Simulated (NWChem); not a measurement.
Program: NWChem. System: DMF (C3H7NO), charge 0, spin multiplicity 1, at a geometry optimised with B3LYP/def2-SVP. Level: r2SCAN/def2-TZVP.

Input file:

```
start mol
memory heap 200 mb stack 900 mb global 1100 mb
geometry units angstroms nocenter noautoz
  C     -1.745195     0.237552     0.000000
  N     -0.301468     0.175717     0.000000
  C      0.435605     1.423713     0.000000
  C      0.369636    -1.015919     0.000000
  O      1.575199    -1.151060     0.000000
  H     -2.161584    -0.780696     0.000000
  H     -2.126993     0.766156     0.892513
  H     -2.126993     0.766156    -0.892513
  H      1.507351     1.187537     0.000000
  H      0.195495     2.026039    -0.894276
  H      0.195495     2.026039     0.894276
  H     -0.334360    -1.884838     0.000000
  symmetry group Cs
end
basis spherical
  * library def2-tzvp
end
dft
  xc r2scan
  semidirect memsize 60000000 filesize 0
  iterations 100
  grid fine
end
task dft energy
```

Output (cleaned and shortened):

```
             Northwest Computational Chemistry Package (NWChem) 7.3.0
             --------------------------------------------------------

                                NWChem Input Module
                                -------------------

 Scaling coordinates for geometry "geometry" by  1.889725989
 (inverse scale =  0.529177249)

 Turning off AUTOSYM since
 SYMMETRY directive was detected!

                             Geometry "geometry" -> ""
                             -------------------------

 Output coordinates in angstroms (scale by  1.889725989 to convert to a.u.)

  No.       Tag          Charge          X              Y              Z
 ---- ---------------- ---------- -------------- -------------- --------------
    1 C                    6.0000    -1.74519500     0.23755200     0.00000000
    2 N                    7.0000    -0.30146800     0.17571700     0.00000000
    3 C                    6.0000     0.43560500     1.42371300     0.00000000
    4 C                    6.0000     0.36963600    -1.01591900     0.00000000
    5 O                    8.0000     1.57519900    -1.15106000     0.00000000
    6 H                    1.0000    -2.16158400    -0.78069600     0.00000000
    7 H                    1.0000    -2.12699300     0.76615600     0.89251300
    8 H                    1.0000    -2.12699300     0.76615600    -0.89251300
    9 H                    1.0000     1.50735100     1.18753700     0.00000000
   10 H                    1.0000     0.19549500     2.02603900    -0.89427600
   11 H                    1.0000     0.19549500     2.02603900     0.89427600
   12 H                    1.0000    -0.33436000    -1.88483800     0.00000000

 Effective nuclear repulsion energy (a.u.)     181.2276492900

            Nuclear Dipole moment (a.u.)
            ----------------------------
        X                 Y               Z
 ---------------- ---------------- ----------------
     0.0000056692     0.0000151178     0.0000000000

      Symmetry information
      --------------------

 Group name             Cs
 Group number              2
 Group order               2
 No. of unique centers    10

      Symmetry unique atoms

     1    2    3    4    5    6    7    9   10   12


 Summary of "ao basis" -> "" (spherical)
 ------------------------------------------------------------------------------
       Tag                 Description            Shells   Functions and Types
 ---------------- ------------------------------  ------  ---------------------
 *                         def2-tzvp                  on all atoms

                                 NWChem DFT Module
                                 -----------------

 Summary of "ao basis" -> "ao basis" (spherical)
 ------------------------------------------------------------------------------
       Tag                 Description            Shells   Functions and Types
 ---------------- ------------------------------  ------  ---------------------
 C                         def2-tzvp                11       31   5s3p2d1f
 N                         def2-tzvp                11       31   5s3p2d1f
 O                         def2-tzvp                11       31   5s3p2d1f
 H                         def2-tzvp                 4        6   3s1p

 Summary of "ao basis" -> "ao basis" (spherical)
 ------------------------------------------------------------------------------
       Tag                 Description            Shells   Functions and Types
 ---------------- ------------------------------  ------  ---------------------
 C                         def2-tzvp                11       31   5s3p2d1f
 N                         def2-tzvp                11       31   5s3p2d1f
 O                         def2-tzvp                11       31   5s3p2d1f
 H                         def2-tzvp                 4        6   3s1p

      Symmetry analysis of basis
      --------------------------

        a'        132
        a"         65

            General Information
            -------------------
          SCF calculation type: DFT
          Wavefunction type:  closed shell.
          No. of atoms     :    12
          No. of electrons :    40
           Alpha electrons :    20
            Beta electrons :    20
          Charge           :     0
          Spin multiplicity:     1
          Use of symmetry is: on ; symmetry adaption is: on
          Maximum number of iterations: 100
          AO basis - number of functions:   197
                     number of shells:    83
          Convergence on energy requested:  1.00D-06
          Convergence on density requested:  1.00D-05
          Convergence on gradient requested:  5.00D-04

              XC Information
              --------------
                      r^2SCAN Method XC Functional
               r^2SCAN metaGGA Exchange Functional  1.000
                     r^2SCAN Correlation Potential  1.000

             Grid Information
             ----------------
          Grid used for XC integration:  fine
          Radial quadrature: Mura-Knowles
          Angular quadrature: Lebedev.
          Tag              B.-S. Rad. Rad. Pts. Rad. Cut. Ang. Pts.
          ---              ---------- --------- --------- ---------
          C                   0.70       70          11.0       590
          N                   0.65       70           8.0       590
          O                   0.60       70          12.0       590
          H                   0.35       60          12.0       590
          Grid pruning is: on
          Number of quadrature shells:   650
          Spatial weights used:  Erf1
[...]
          Convergence Information
          -----------------------
          Convergence aids based upon iterative change in
          total energy or number of iterations.
          Levelshifting, if invoked, occurs when the
          HOMO/LUMO gap drops below (HL_TOL):  1.00D-02
          DIIS, if invoked, will attempt to extrapolate
          using up to (NFOCK): 10 stored Fock matrices.

                    Damping( 0%)  Levelshifting(0.5)       DIIS
                  --------------- ------------------- ---------------
          dE  on:    start            ASAP                start
          dE off:    2 iters        100 iters           100 iters

      Screening Tolerance Information
      -------------------------------
          Density screening/tol_rho:  1.00D-10
          AO Gaussian exp screening on grid/accAOfunc:  14
          CD Gaussian exp screening on grid/accCDfunc:  20
          XC Gaussian exp screening on grid/accXCfunc:  20
          Schwarz screening/accCoul:  1.00D-08

      Superposition of Atomic Density Guess
      -------------------------------------

 Sum of atomic energies:        -245.60850807

      Non-variational initial energy
      ------------------------------

 Total energy =    -248.602593
 1-e energy   =    -690.954584
 2-e energy   =     261.124342
 HOMO         =      -0.377896
 LUMO         =      -0.290618

      Symmetry analysis of molecular orbitals - initial
      -------------------------------------------------

  Numbering of irreducible representations:

     1 a'          2 a"

  Orbital symmetries:

     1 a'          2 a'          3 a'          4 a'          5 a'
     6 a'          7 a'          8 a'          9 a'         10 a'
    11 a'         12 a'         13 a"         14 a"         15 a'
    16 a'         17 a"         18 a'         19 a'         20 a'
    21 a"         22 a"         23 a'         24 a'         25 a'
    26 a'         27 a'         28 a"         29 a"         30 a'

------------------------------------------------------------
EAF file 0: "./mol.aoints.0" size=524288 bytes
------------------------------------------------------------
               write      read    awrite     aread      wait
               -----      ----    ------     -----      ----
     calls:        1         0         0         0         0
   data(b): 5.24e+05  0.00e+00  0.00e+00  0.00e+00
   time(s): 0.00e+00  0.00e+00  0.00e+00  0.00e+00  0.00e+00
rate(mb/s): 0.00e+00  0.00e+00
------------------------------------------------------------

 Grid integrated density:      40.000009468815
 Requested integration accuracy:   0.10E-06

   convergence    iter        energy       DeltaE   RMS-Dens  Diis-err    time
 ---------------- ----- ----------------- --------- --------- ---------  ------
 d= 0,ls=0.0,diis     1   -245.0610775417 -4.26D+02  6.94D+00  1.60D+01     6.3
 d= 0,ls=0.0,diis     2   -246.5155599788 -1.45D+00  1.27D-02  1.98D+01     8.6
 Grid integrated density:      40.000008795509
 Requested integration accuracy:   0.10E-06
 d= 0,ls=0.0,diis     3   -247.7144460629 -1.20D+00  8.83D-03  7.35D+00    10.8
 d= 0,ls=0.0,diis     4   -248.3721775841 -6.58D-01  4.75D-03  9.14D-01    13.1
 d= 0,ls=0.0,diis     5   -248.4534083428 -8.12D-02  1.42D-03  1.11D-01    15.4
  Resetting Diis
 d= 0,ls=0.0,diis     6   -248.4665281689 -1.31D-02  2.61D-04  6.85D-03    17.6
 d= 0,ls=0.0,diis     7   -248.4673127922 -7.85D-04  1.44D-04  7.07D-04    19.9
 d= 0,ls=0.0,diis     8   -248.4672105709  1.02D-04  9.90D-05  1.72D-03    22.3
 d= 0,ls=0.0,diis     9   -248.4673754869 -1.65D-04  2.77D-05  1.26D-04    24.7
 d= 0,ls=0.0,diis    10   -248.4673890208 -1.35D-05  5.24D-06  2.94D-06    27.1
 d= 0,ls=0.0,diis    11   -248.4673892972 -2.76D-07  9.06D-07  9.60D-08    29.4

         Total DFT energy =     -248.467389297181
      One electron energy =     -695.255713598811
           Coulomb energy =      299.826416699496
    Exchange-Corr. energy =      -34.265741687905
 Nuclear repulsion energy =      181.227649290039

 Numeric. integr. density =       40.000003563835

     Total iterative time =     28.8s

                  Occupations of the irreducible representations
                  ----------------------------------------------

                     irrep           alpha         beta
                     --------     --------     --------
                     a'               16.0         16.0
                     a"                4.0          4.0

                       DFT Final Molecular Orbital Analysis
                       ------------------------------------

 Vector   18  Occ=2.000000D+00  E=-3.506744D-01  Symmetry=a"
              MO Center=  7.2D-01, -5.5D-01,  4.2D-16, r^2= 2.7D+00
   Bfn.  Coefficient  Atom+Function         Bfn.  Coefficient  Atom+Function
  ----- ------------  ---------------      ----- ------------  ---------------
   132      0.298147   5 O  pz              101      0.258769   4 C  pz
   135      0.253567   5 O  pz              104      0.224789   4 C  pz
   138      0.132233   5 O  pz               70     -0.120466   3 C  pz
   107      0.098966   4 C  pz               73     -0.092003   3 C  pz
   181      0.091867  10 H  s               187     -0.091867  11 H  s

 Vector   19  Occ=2.000000D+00  E=-2.267000D-01  Symmetry=a'
              MO Center=  1.1D+00, -1.1D+00,  8.2D-17, r^2= 1.6D+00
   Bfn.  Coefficient  Atom+Function         Bfn.  Coefficient  Atom+Function
  ----- ------------  ---------------      ----- ------------  ---------------
   131      0.428549   5 O  py              134      0.359304   5 O  py
   137      0.255101   5 O  py               36     -0.239518   2 N  s
   194      0.179279  12 H  s               193      0.161508  12 H  s
    35     -0.107918   2 N  s                38      0.106787   2 N  py
   106      0.095013   4 C  py               41      0.094538   2 N  py

 Vector   20  Occ=2.000000D+00  E=-2.239644D-01  Symmetry=a"
              MO Center=  1.0D-01, -9.3D-03, -2.4D-15, r^2= 2.9D+00
   Bfn.  Coefficient  Atom+Function         Bfn.  Coefficient  Atom+Function
  ----- ------------  ---------------      ----- ------------  ---------------
    39      0.343467   2 N  pz               42      0.307528   2 N  pz
   132     -0.263938   5 O  pz               45      0.251532   2 N  pz
   135     -0.221654   5 O  pz              138     -0.169207   5 O  pz
   164     -0.109010   7 H  s               170      0.109010   8 H  s
   163     -0.105134   7 H  s               169      0.105134   8 H  s

 Vector   21  Occ=0.000000D+00  E=-8.635819D-03  Symmetry=a"
              MO Center=  4.1D-01, -7.9D-01, -3.3D-15, r^2= 2.5D+00
   Bfn.  Coefficient  Atom+Function         Bfn.  Coefficient  Atom+Function
  ----- ------------  ---------------      ----- ------------  ---------------
   107      0.508768   4 C  pz              104      0.395746   4 C  pz
   101      0.358614   4 C  pz              138     -0.354243   5 O  pz
    45     -0.302519   2 N  pz              132     -0.275279   5 O  pz
   182     -0.262651  10 H  s               188      0.262651  11 H  s
   135     -0.218847   5 O  pz               39     -0.206799   2 N  pz

 Vector   22  Occ=0.000000D+00  E= 3.664430D-02  Symmetry=a'
              MO Center= -1.2D+00,  8.2D-01, -1.8D-14, r^2= 6.5D+00
   Bfn.  Coefficient  Atom+Function         Bfn.  Coefficient  Atom+Function
  ----- ------------  ---------------      ----- ------------  ---------------
     5      2.159387   1 C  s                67      1.806726   3 C  s
   164     -1.163339   7 H  s               170     -1.163339   8 H  s
   182     -0.964804  10 H  s               188     -0.964804  11 H  s
   158     -0.889991   6 H  s                12     -0.515143   1 C  px
    98     -0.473429   4 C  s               106     -0.440699   4 C  py

 Vector   23  Occ=0.000000D+00  E= 7.082521D-02  Symmetry=a'
              MO Center= -1.1D+00, -8.5D-01,  6.6D-15, r^2= 5.8D+00
   Bfn.  Coefficient  Atom+Function         Bfn.  Coefficient  Atom+Function
  ----- ------------  ---------------      ----- ------------  ---------------
   158      1.566826   6 H  s               194      1.489733  12 H  s
    98     -1.346834   4 C  s                36      1.235324   2 N  s
     5     -1.044915   1 C  s                13      0.746276   1 C  py
    75      0.732707   3 C  py              182     -0.650454  10 H  s
   188     -0.650454  11 H  s                67      0.511797   3 C  s

------------------------------------------------------------
EAF file 0: "./mol.aoints.0" size=524288 bytes
------------------------------------------------------------
               write      read    awrite     aread      wait
               -----      ----    ------     -----      ----
     calls:        1        10         0         0         0
   data(b): 5.24e+05  5.24e+06  0.00e+00  0.00e+00
   time(s): 0.00e+00  0.00e+00  0.00e+00  0.00e+00  0.00e+00
rate(mb/s): 0.00e+00  0.00e+00
------------------------------------------------------------

 center of mass
 --------------
 x =   0.12428749 y =  -0.10522689 z =   0.00000000

 moments of inertia (a.u.)
 ------------------
         275.238143857452         106.634972678680           0.000000000000
         106.634972678680         359.371534516326           0.000000000000
           0.000000000000           0.000000000000         611.629163350783

     Multipole analysis of the density
     ---------------------------------

     L   x y z        total         alpha         beta         nuclear
     -   - - -        -----         -----         ----         -------
     0   0 0 0     -0.000000    -20.000000    -20.000000     40.000000

     1   1 0 0     -1.359272     -0.679639     -0.679639      0.000006
     1   0 1 0      0.745014      0.372499      0.372499      0.000015
     1   0 0 1      0.000000      0.000000      0.000000      0.000000

     2   2 0 0    -25.364460   -114.278489   -114.278489    203.192518
     2   1 1 0      3.169902     27.037312     27.037312    -50.904722
     2   1 0 1      0.000000      0.000000      0.000000      0.000000
     2   0 2 0    -22.797770    -90.791746    -90.791746    158.785723
     2   0 1 1     -0.000000     -0.000000     -0.000000      0.000000
     2   0 0 2    -23.143444    -17.272244    -17.272244     11.401044

 Task  times  cpu:       29.5s     wall:       29.5s

 Total times  cpu:       29.5s     wall:       29.5s
```
